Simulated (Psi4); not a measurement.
Approach curve of the dimer HBr ··· CH4 (SMILES Br and C). Monomers: optimised at B3LYP-D3(BJ) (def2-TZVP), held rigid. Orientation: a higher rigid-body minimum at GFN2-xTB. Only R, the distance of the centres of mass, is varied, so the lowest point isn't the relaxed dimer.

Geometry at R = 3.91 Å (first 2 atoms: monomer A):
```
7

Br     0.7124     0.0000     0.0000
H     -0.7124     0.0000     0.0000
C     -2.5716     2.1157    -0.3765
H     -2.1049     2.0715    -1.3596
H     -3.2810     2.9416    -0.3481
H     -1.8056     2.2688     0.3825
H     -3.0949     1.1808    -0.1807
```

- PBE-D3(BJ)/def2-TZVP, counterpoise-corrected (Psi4)
- HF/aug-cc-pVTZ, counterpoise-corrected (Psi4)
- SAPT0/jun-cc-pVDZ, frozen core (Psi4)

Interaction energies in kJ/mol:

```
R / Å  PBE-D3(BJ)/def2-TZVP  HF/aug-cc-pVTZ
-----  --------------------  --------------
3.28                   8.28           25.53
3.54                  -0.76           10.49
3.72                  -3.18            5.41
3.91                  -4.07            2.51
4.10                  -4.12            1.02
4.32                  -3.68            0.20
4.57                  -2.98           -0.15
4.94                  -2.00           -0.26
5.44                  -1.07           -0.20
6.14                  -0.45           -0.11
7.08                  -0.17           -0.05
8.42                  -0.06           -0.02
```

Problem. What does SAPT0/jun-cc-pVDZ give at the same points?

Solution. 3.28: 14.42; 3.54: 3.99; 3.72: 0.78; 3.91: -0.80; 4.10: -1.38; 4.32: -1.48; 4.57: -1.30; 4.94: -0.93; 5.44: -0.56; 6.14: -0.28; 7.08: -0.12; 8.42: -0.04 (kJ/mol).
